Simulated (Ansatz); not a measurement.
```yaml
crystal:
  periodic: [false, false, false]
  atoms:
    - {symbol: Si, position_ang: [-1.981687, 0.658013, -0.087102]}
    - {symbol: N, position_ang: [-0.530444, 1.241672, 0.493678]}
    - {symbol: C, position_ang: [0.722441, 1.121659, 0.681779]}
    - {symbol: N, position_ang: [1.532879, 0.106477, 0.316847]}
    - {symbol: Si, position_ang: [1.034198, -1.336045, -0.478245]}
    - {symbol: H, position_ang: [-2.976276, 0.547870, 1.032909]}
    - {symbol: H, position_ang: [-2.436946, 1.628824, -1.126978]}
    - {symbol: H, position_ang: [-1.933615, -0.744389, -0.694779]}
    - {symbol: H, position_ang: [1.241378, 1.907039, 1.297703]}
    - {symbol: H, position_ang: [2.496611, 0.145748, 0.638980]}
    - {symbol: H, position_ang: [0.476261, -1.073065, -1.822347]}
    - {symbol: H, position_ang: [0.075784, -2.160692, 0.337754]}
    - {symbol: H, position_ang: [2.279241, -2.156520, -0.554102]}
basis:
  gaussian: {orbitals: STO-3G, nuclear_model: gaussian}
magnetization: {spin_polarized: true, initial_magnetization: 2}
hamiltonian: {xc: {name: B3LYP-D3}}
correlation: {diis_vectors: 2}
```

```sh
$ ansatz run in.yaml --threads 4 --pin off --events-out ev --progress --plain --max-ram 10444MiB
```

Output, abridged:

```
Error: YAML parse error: error: line 20 column 19: hamiltonian.xc: no functional is named "B3LYP-D3"; the names, which are not case-sensitive, are SVWN5, SPW92, PBE, PBE0, PBEsol, revPBE, revPBE0, RPBE, rPW86-PBE, HSE06, wPBEh, LC-wPBE, HISS, HF, BLYP, B3LYP, B3LYP5, BHLYP, CAM-B3LYP, r2SCAN, r2SCANh, r2SCAN0, r2SCAN50, m-r2SCAN, B97, wB97, wB97X, wB97X-V, B97M-V, wB97M-V, B2PLYP, B2GP-PLYP, PBE0-DH, PBE-QIDH
  --> <input>:20:19
   |
18 |   gaussian: {orbitals: STO-3G, nuclear_model: gaussian}
19 | magnetization: {spin_polarized: true, initial_magnetization: 2}
20 | hamiltonian: {xc: {name: B3LYP-D3}}
   |                   ^ hamiltonian.xc: no functional is named "B3LYP-D3"; the names, which are not case-sensitive, are SVWN5, SPW92, PBE, PBE0, PBEsol, revPBE, revPBE0, RPBE, rPW86-PBE, HSE06, wPBEh, LC-wPBE, HISS, HF, BLYP, B3LYP, B3LYP5, BHLYP, CAM-B3LYP, r2SCAN, r2SCANh, r2SCAN0, r2SCAN50, m-r2SCAN, B97, wB97, wB97X, wB97X-V, B97M-V, wB97M-V, B2PLYP, B2GP-PLYP, PBE0-DH, PBE-QIDH
21 | correlation: {diis_vectors: 2}
   |
```

Question: Something in this input is off. What?

Answer: The method's name isn't one that the program takes here. The input was rejected before any iteration.

HSE06 is defined as in plane-wave codes.
